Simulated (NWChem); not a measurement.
System: BiH3O2; SMILES [OH][BiH][OH]

Parts of the log:

```
             Northwest Computational Chemistry Package (NWChem) 7.3.0
             --------------------------------------------------------

 CS  symmetry detected

                             Geometry "geometry" -> ""
                             -------------------------

 Output coordinates in angstroms (scale by  1.889725989 to convert to a.u.)

  No.       Tag          Charge          X              Y              Z
 ---- ---------------- ---------- -------------- -------------- --------------
    1 Bi                  83.0000    -0.24547461     0.02525253     0.00000000
    2 H                    1.0000    -0.39661287    -1.82081024     0.00000000
    3 O                    8.0000     1.10036624     0.07906394     1.64713800
    4 H                    1.0000     1.58257305    -0.77008622     1.69359900
    5 O                    8.0000     1.10036624     0.07906394    -1.64713800
    6 H                    1.0000     1.58257305    -0.77008622    -1.69359900

 Effective nuclear repulsion energy (a.u.)     412.3743582683

      Symmetry information
      --------------------

 Group name             Cs
 Group number              2
 Group order               2
 No. of unique centers     4

                                 NWChem DFT Module
                                 -----------------

 Summary of "ao basis" -> "ao basis" (spherical)
 ------------------------------------------------------------------------------
       Tag                 Description            Shells   Functions and Types
 ---------------- ------------------------------  ------  ---------------------
 Bi                         def2-svp                10       26   4s4p2d
 H                          def2-svp                 3        5   2s1p
 O                          def2-svp                 6       14   3s2p1d

      Symmetry analysis of basis
      --------------------------

        a'         41
        a"         28

            General Information
            -------------------
          SCF calculation type: DFT
          Wavefunction type:  closed shell.
          No. of atoms     :     6
          No. of electrons :    42
           Alpha electrons :    21
            Beta electrons :    21
          Charge           :     0
          Spin multiplicity:     1
          Use of symmetry is: on ; symmetry adaption is: on
          Maximum number of iterations: 150
          AO basis - number of functions:    69
                     number of shells:    31
          Convergence on energy requested:  1.00D-06
          Convergence on density requested:  1.00D-05
          Convergence on gradient requested:  5.00D-04

              XC Information
              --------------
                        BHLYP Method XC Functional
                     Hartree-Fock (Exact) Exchange  0.500
                        Slater Exchange Functional  0.500 local
                    Becke 1988 Exchange Functional  0.500 non-local
              Lee-Yang-Parr Correlation Functional  1.000

             Grid Information
             ----------------
          Grid used for XC integration:  medium
          Radial quadrature: Mura-Knowles
          Angular quadrature: Lebedev.
          Tag              B.-S. Rad. Rad. Pts. Rad. Cut. Ang. Pts.
          ---              ---------- --------- --------- ---------
          Bi                  1.60      123           9.0       590
          H                   0.35       45          10.0       434
          O                   0.60       49          10.0       434
          Grid pruning is: on
          Number of quadrature shells:   262
          Spatial weights used:  Erf1

      Superposition of Atomic Density Guess
      -------------------------------------

 Sum of atomic energies:        -396.29915739

      Non-variational initial energy
      ------------------------------

 Total energy =    -364.520386
 1-e energy   =    -843.688476
 2-e energy   =     346.967751
 HOMO         =      -0.299817
 LUMO         =      -0.019715

      Symmetry analysis of molecular orbitals - initial
      -------------------------------------------------

  Numbering of irreducible representations:

     1 a'          2 a"

  Orbital symmetries:

     1 a'          2 a"          3 a'          4 a'          5 a"
     6 a'          7 a'          8 a"          9 a'         10 a"
    11 a'         12 a'         13 a"         14 a'         15 a"
    16 a'         17 a"         18 a'         19 a"         20 a'
    21 a'         22 a'         23 a"         24 a'         25 a'
    26 a"         27 a'         28 a'         29 a"         30 a'
    31 a"

     ---------------------------------------------
      Total Density - Mulliken Population Analysis
     ---------------------------------------------

    Atom       Charge   Shell Charges
 -----------   ------   -------------------------------------------------------
    1 Bi  23    21.59   2.92 -0.87  1.20  0.63  4.71  1.26  0.96  0.69  9.76  0.33
    2 H    1     1.14   0.64  0.49  0.01
    3 O    8     8.97   1.99  1.11  0.71  3.07  2.08  0.00
    4 H    1     0.66   0.53  0.08  0.06
    5 O    8     8.97   1.99  1.11  0.71  3.07  2.08  0.00
    6 H    1     0.66   0.53  0.08  0.06

   convergence    iter        energy       DeltaE   RMS-Dens  Diis-err
 ---------------- ----- ----------------- --------- --------- ---------
 d= 0,ls=0.0,diis     1   -366.4205357499 -4.99D+02  2.34D-02  9.90D-01
 d= 0,ls=0.0,diis     2   -366.3194737192  1.01D-01  1.20D-02  2.12D+00
 d= 0,ls=0.0,diis     3   -366.5416578791 -2.22D-01  8.54D-04  5.73D-03
 d= 0,ls=0.0,diis     4   -366.5422948056 -6.37D-04  2.71D-04  2.50D-04
 d= 0,ls=0.0,diis     5   -366.5423367672 -4.20D-05  8.10D-05  7.90D-06
  Resetting Diis
 d= 0,ls=0.0,diis     6   -366.5423397358 -2.97D-06  2.57D-05  6.04D-07
 d= 0,ls=0.0,diis     7   -366.5423400390 -3.03D-07  4.52D-06  2.38D-08

[...]
```

Level: BHandHLYP/def2-SVP with def2 effective core potentials on Bi. Coordinates come from a PBE-D3(BJ)/def2-SVP optimisation. def2 effective core potentials on Bi; no spin-orbit coupling.

Write an input that gives this output.

One answer among several that fit: the input that was run:
```
start job
memory heap 200 mb stack 900 mb global 1100 mb
geometry units angstroms noautoz
  Bi    -0.170143     0.023216     0.000000
  H     -0.205856    -1.828679     0.000000
  O      1.169722     0.160857    -1.647138
  H      1.703948    -0.656567    -1.693599
  O      1.169722     0.160857     1.647138
  H      1.703948    -0.656567     1.693599
end
basis spherical
  * library def2-svp
end
ecp
  Bi library def2-ecp
end
dft
  xc bhlyp
  iterations 150
  mulliken
end
task dft energy
```
